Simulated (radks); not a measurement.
Valence configurations of the dysprosium ion Dy+ (all share [Xe]). Calculated with a radial shooting solver on a logarithmic mesh with Libxc functionals: non-relativistic Kohn-Sham, LDA (Slater exchange, Perdew-Wang correlation), spin-polarised, spherical densities, point nucleus; open shells are filled with parallel spins first (spin-orbit coupling, left out, can overturn this in heavy ions); relativity is left out, which matters for an element this heavy. Energies are relative to 4f10 6s1; eigenvalues in eV for spin up.

| valence | E (eV) | moment (Bohr magnetons) | e(4f) | e(5d) | e(6p) | e(6s) |
|---|---|---|---|---|---|---|
| 4f10 6s1 | 0.000 | 5 | -14.683 | - | - | -8.806 |
| 4f9 6s1 6p1 | 9.942 | 7 | -25.863 | - | -7.569 | -11.090 |
| 4f10 6p1 | 2.950 | 5 | -15.792 | - | -6.396 | - |
| 4f11 | -0.082 | 3 | -6.403 | - | - | - |
| 4f10 5d0.5 6s0.5 | 0.458 | 5 | -13.496 | -7.239 | - | -8.266 |
| 4f8 5d1 6s1 6p1 | 22.044 | 9 | -33.993 | -14.049 | -7.882 | -11.640 |
| 4f9 6s2 | 7.221 | 5 | -24.942 | - | - | -10.163 |
| 4f10 6s0.5 6p0.5 | 1.476 | 5 | -15.241 | - | -6.141 | -9.089 |
| 4f9 5d1 6s1 | 5.895 | 7 | -21.959 | -9.691 | - | -9.504 |
| 4f9.5 6s1 6p0.5 | 3.915 | 6 | -20.108 | - | -6.760 | -9.990 |

NIST lists [Xe] 4f10 6s1 as the ground configuration; this level of theory puts 4f11 lower, by 0.082 eV. The energies are those of spherical high-spin densities, not of single terms. Relativity is left out, which favours d and f over s occupation in heavy atoms.
